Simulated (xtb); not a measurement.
BeCl$_{2}$ (SMILES [Cl][Be][Cl]), singlet, from a rough starting geometry (GFN-xTB shapes and energies of metal compounds can be far from the true ones); GFN2-xTB (xtb).

The xtb input:
```
$ xtb mol.xyz --gfn 2 --opt vtight --json

# file mol.xyz
3

Be     0.03020105    -0.02556939     0.00807759
Cl     1.25135174     0.32168423    -1.24073198
Cl    -1.27681112    -0.29965030     1.18143978
```

Output, abridged:

```
   ID    Z sym.   atoms
    1    4 Be     1
    2   17 Cl     2, 3

           -------------------------------------------------
          |                Calculation Setup                |
           -------------------------------------------------

           -------------------------------------------------
          |                 G F N 2 - x T B                 |
           -------------------------------------------------

          ...................................................
          :                      SETUP                      :
          :.................................................:
          :  # basis functions                  24          :
          :  # atomic orbitals                  22          :
          :  # shells                            8          :
          :  # electrons                        16          :
          :  max. iterations                   250          :
          :  Hamiltonian                  GFN2-xTB          :
          :  restarted?                      false          :
          :  GBSA solvation                  false          :
          :  PC potential                    false          :
          :  electronic temp.          300.0000000     K    :
          :  accuracy                    1.0000000          :
          :  -> integral cutoff          0.2500000E+02      :
          :  -> integral neglect         0.1000000E-07      :
          :  -> SCF convergence          0.1000000E-05 Eh   :
          :  -> wf. convergence          0.1000000E-03 e    :
          :  Broyden damping             0.4000000          :
          :  net charge                          0          :
          :  unpaired electrons                  0          :
          ...................................................

 iter      E             dE          RMSdq      gap      omega  full diag
   1     -5.2456495 -0.524565E+01  0.285E+01    2.55       0.0  T
   2     -7.9424463 -0.269680E+01  0.224E+01   12.37       1.0  T
   3     -8.9182692 -0.975823E+00  0.107E+01   11.94       1.0  T
   4     -9.8498436 -0.931574E+00  0.898E+00    5.34       1.0  T
   5     -8.4748254  0.137502E+01  0.173E+01   12.08       1.0  T
   6     -9.9045753 -0.142975E+01  0.316E+00    6.48       1.0  T
   7     -9.8400653  0.645100E-01  0.322E+00    7.49       1.0  T
   8     -9.9058159 -0.657506E-01  0.316E-01    6.49       1.0  T
   9     -9.8984117  0.740414E-02  0.995E-01    6.08       1.0  T
[...]
         :: total energy              -9.882440836741 Eh    ::
 * total energy  :    -9.8824408 Eh     change       -0.6421878E-08 Eh
 * total energy  :    -9.8825987 Eh     change       -0.1579065E-03 Eh
 * total energy  :    -9.8827150 Eh     change       -0.1162447E-03 Eh
 * total energy  :    -9.8827207 Eh     change       -0.5709817E-05 Eh
 * total energy  :    -9.8827224 Eh     change       -0.1693110E-05 Eh
 * total energy  :    -9.8827224 Eh     change       -0.4592523E-07 Eh
   *** GEOMETRY OPTIMIZATION CONVERGED AFTER 6 ITERATIONS ***
         :: total energy              -9.882722443220 Eh    ::
[...]
        16                          0.0053242               0.1449
        17                          0.0053934               0.1468
        18                          0.0053934               0.1468
        19                          0.0186566               0.5077
       ...                                ...                  ...
        22                          0.9604605              26.1355
      -------------------------------------------------------------
                  HL-Gap            0.2407421 Eh            6.5509 eV
             Fermi-level           -0.3320141 Eh           -9.0346 eV

     #   Z          covCN         q      C6AA      α(0)
     1   4 Be       1.530     0.646    15.068     9.486
     2  17 Cl       0.765    -0.323   109.342    15.995
     3  17 Cl       0.765    -0.323   109.342    15.995

 Mol. C6AA /au·bohr⁶  :        591.584099
 Mol. C8AA /au·bohr⁸  :      24919.430056
 Mol. α(0) /au        :         41.476328

Wiberg/Mayer (AO) data.
largest (>0.10) Wiberg bond orders for each atom

 ---------------------------------------------------------------------------
     #   Z sym  total        # sym  WBO       # sym  WBO       # sym  WBO
 ---------------------------------------------------------------------------
     1   4 Be   2.224 --     2 Cl   1.112     3 Cl   1.112
     2  17 Cl   1.195 --     1 Be   1.112
     3  17 Cl   1.195 --     1 Be   1.112
 ---------------------------------------------------------------------------

Topologies differ in total number of bonds
Writing topology from bond orders to xtbtopo.mol

molecular dipole:
                 x           y           z       tot (Debye)
 q only:        0.000       0.000      -0.000
   full:        0.000       0.000      -0.000       0.000
molecular quadrupole (traceless):
                xx          xy          yy          xz          yz          zz
 q only:       -1.851      -1.336       3.257       5.209       1.280      -1.405
  q+dip:       -1.610      -1.162       2.832       4.529       1.113      -1.222
   full:       -1.742      -1.257       3.064       4.901       1.204      -1.322

optimized geometry written to: xtbopt.xyz

           -------------------------------------------------
          | TOTAL ENERGY               -9.882722443220 Eh   |
          | GRADIENT NORM               0.000013279023 Eh/α |
          | HOMO-LUMO GAP               6.550926689770 eV   |
           -------------------------------------------------

normal termination of xtb
```
